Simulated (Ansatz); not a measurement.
A series at Ge: from `C[NH][Ge]([F])([F])[F]`, ligands are replaced one by one, each step taking up H₂ and setting free H–F; n counts the steps. Ansatz, PBE0-D4/def2-TZVP geometries. Each molecule was computed in one conformer, which needn't be the lowest.

| n | molecule | HOMO energy, ωB97M-V/def2-TZVPP (eV) |
| --- | --- | --- |
| 0 | `C[NH][Ge]([F])([F])[F]` | -10.42 |
| 1 | `C[NH][GeH]([F])[F]` | ? |
| 2 | `C[NH][GeH2][F]` | -9.56 |
| 3 | `C[NH][GeH3]` | -8.99 |

Question: By hand: fit a straight line y = ȳ + b (n − n̄) to the 3 given rows and predict n = 1.

Answer: n̄ = 1.667, ȳ = -9.657; Σ(n − n̄)(y − ȳ) = 2.193, Σ(n − n̄)² = 4.667, so b = 0.470 eV a step. Prediction: -9.657 + (0.470) × (-0.667) = -9.97 eV.

Question: By hand: compare with the computed value, -9.93 eV, and give the steps along the whole series.

Answer: The line misses by 0.04 eV (computed minus predicted). Steps: 0.49, 0.37, 0.57 eV.

The steps differ by up to 0.20 eV without a steady trend. The highest orbital can change its character along such a series. The miss is 2.8 % of the series' range.
